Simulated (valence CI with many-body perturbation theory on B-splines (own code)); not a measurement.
# Zn XXV: electric-dipole lines

Computed by valence CI with perturbative core correlation (CI+MBPT): four valence electrons over a frozen Dirac-Fock core [He], a basis of 11 s, 11 p, 9 d, 7 f, 5 g, 2 h, 1 i functions for each j, with the one-electron correlation potential Σ1, the two-electron term Σ2, the three-electron term Σ3, Breit, model QED; selected CI, second order for the rest (own B-spline code, finite nucleus).

No measured spectrum was set against this ion. As an estimate, levels of excited configurations hold to 0.05 to 0.15 % of their energy, terms of the ground configuration to about 0.5 %. Among the levels kept, up to 250 cm⁻¹ of a level comes from second order outside the variational space, and about a tenth of that is noise between levels of different J, which matters for small intervals.

Lines 51 to 100 of 270 in falling wavelength, among levels below 110.58 Ry, chosen from the strongest by gf and those to the six lowest levels. Wavelengths and rates use the calculated energies, so an error of 700 cm⁻¹ moves a line at 298.6 Å by 0.21 % and its rate by three times that or more. Electric multipoles are in the length gauge, E1 and E2 with the static RPA response of the core. Weak lines are less certain than strong ones. Lines between different terms over intervals too small for the method are left out, as are lines whose strength nearly cancels. The highest levels of a list are the least certain.

Names give the largest LS component (configuration and term), which can be under half, so a name can repeat, a term be missing and a line seem to break the LS rules; names also repeat where a configuration has a term twice. Letters in brackets count levels of one name in rising energy.

```
λ vac (Å)              Upper             Lower   A (s⁻¹)  log gf  Branch %
    298.6       2s²2p3p ¹D_2     2s²2p3s ¹P°_1  4.15e+09   -0.56       1.0
    290.3  2s2p²3p ³P°_1 [b]      2s2p²3s ³D_1  4.15e+09   -0.80       0.1
    276.8  2s2p²3p ³D°_3 [a]      2s2p²3s ⁵P_3  1.76e+09   -0.85       0.0
    268.1  2s2p²3p ³P°_2 [b]      2s2p²3s ³D_3  2.17e+09   -0.93       0.0
    205.9        2s2p³ ⁵S°_2       2s²2p² ³P_2  1.19e+08   -2.42      38.6
    183.1        2s2p³ ⁵S°_2       2s²2p² ³P_1  1.84e+08   -2.33      60.0
    167.4        2s2p³ ³D°_1       2s²2p² ¹D_2  2.97e+08   -2.43       1.2
    148.3        2s2p³ ³D°_3       2s²2p² ¹D_2  1.99e+09   -1.34      20.0
    147.0           2p⁴ ³P_2       2s2p³ ³S°_1  6.71e+09   -0.96       8.1
    132.8      2s2p²3p ¹F°_3      2s²2p3p ¹D_2  7.79e+09   -0.84       0.1
    120.2       2s2p²3s ³D_3     2s²2p3s ³P°_2  1.20e+10   -0.74       0.2
    118.7      2s2p²3p ³F°_4      2s²2p3p ³D_3  6.55e+09   -0.90      35.1
    118.2        2s2p³ ³S°_1       2s²2p² ¹S_0  1.39e+09   -2.06       1.1
    115.4           2p⁴ ¹D_2       2s2p³ ¹D°_2  3.95e+10   -0.40      52.9
    115.4           2p⁴ ³P_1       2s2p³ ³S°_1  2.23e+10   -0.87      21.4
    113.0        2s2p³ ³D°_3       2s²2p² ³P_2  8.00e+09   -0.97      80.0
    112.9        2s2p³ ³D°_2       2s²2p² ³P_1  1.33e+10   -0.90      98.1
    103.6      2s2p²3p ³F°_3      2s²2p3p ³D_2  1.56e+10   -0.75       0.8
    101.0      2s2p²3p ¹D°_2  2s²2p3p ³P_1 [a]  1.39e+10   -0.97       0.2
    100.5      2s2p²3p ³F°_2      2s²2p3p ³D_1  2.01e+10   -0.82       0.5
    100.4       2s2p²3s ³D_2     2s²2p3s ³P°_1  1.97e+10   -0.83       0.4
    100.0        2s2p³ ³S°_1       2s²2p² ¹D_2  1.33e+09   -2.22       1.1
    99.93           2p⁴ ³P_1       2s2p³ ³P°_2  2.37e+10   -0.97      22.7
    99.55           2p⁴ ¹S_0       2s2p³ ¹P°_1  1.10e+11   -0.79      86.3
    99.42           2p⁴ ³P_2       2s2p³ ³D°_3  3.28e+10   -0.61      39.6
    97.42        2s2p³ ³D°_1       2s²2p² ³P_0  2.27e+10   -1.01      95.5
    96.60  2s2p²3p ³D°_1 [b]      2s²2p3p ³D_1  3.16e+10   -0.88       0.5
    96.12        2s2p³ ³P°_1       2s²2p² ³P_2  1.97e+09   -2.09       5.0
    93.80           2p⁴ ³P_2       2s2p³ ³D°_2  1.93e+10   -0.90      23.3
    92.85        2s2p³ ³P°_2       2s²2p² ³P_2  3.74e+10   -0.62     100.0
    92.55        2s2p³ ³P°_0       2s²2p² ³P_1  3.36e+10   -1.37     100.0
    92.04        2s2p³ ¹D°_2       2s²2p² ¹D_2  5.60e+10   -0.45      79.7
    91.83  2s2p²3p ³D°_2 [c]      2s²2p3p ³D_2  2.77e+10   -0.76       1.1
    91.34   2s2p²3s ³P_1 [b]     2s²2p3s ³P°_1  4.10e+10   -0.81       0.8
    90.84        2s2p³ ³P°_1       2s²2p² ³P_1  3.22e+10   -0.92      81.7
    90.14       2s2p²3s ³S_1     2s²2p3s ³P°_2  5.52e+10   -0.70       0.9
    90.08  2s2p²3p ³P°_1 [d]      2s²2p3p ³D_2  4.11e+10   -0.82       0.8
    89.72        2s2p³ ¹P°_1       2s²2p² ¹S_0  2.39e+10   -1.06      18.9
    89.58       2s2p²3s ¹P_1     2s²2p3s ¹P°_1  7.44e+10   -0.57       0.8
    88.65   2s2p²3s ³P_2 [b]     2s²2p3s ³P°_2  5.91e+10   -0.46       1.1
    82.59        2s2p³ ³S°_1       2s²2p² ³P_2  8.44e+10   -0.59      66.8
    79.46        2s2p³ ³P°_1       2s²2p² ³P_0  4.86e+09   -1.86      12.3
    78.87        2s2p³ ¹P°_1       2s²2p² ¹D_2  9.29e+10   -0.59      73.5
    78.67        2s2p³ ³S°_1       2s²2p² ³P_1  2.83e+10   -1.10      22.4
    77.07        2s2p³ ¹D°_2       2s²2p² ³P_2  1.33e+10   -1.23      19.0
    71.15           2p⁴ ³P_2       2s2p³ ⁵S°_2  5.25e+09   -1.70       6.3
    69.99        2s2p³ ³S°_1       2s²2p² ³P_0  1.09e+10   -1.62       8.6
    64.96        2s2p³ ¹P°_1       2s²2p² ³P_1  8.71e+09   -1.78       6.9
    9.714       2s2p²3s ¹D_2       2s2p³ ¹D°_2  2.44e+12   -0.76      62.7
    9.652      2s²2p3s ¹P°_1       2s²2p² ¹S_0  1.52e+12   -1.20      24.1
```
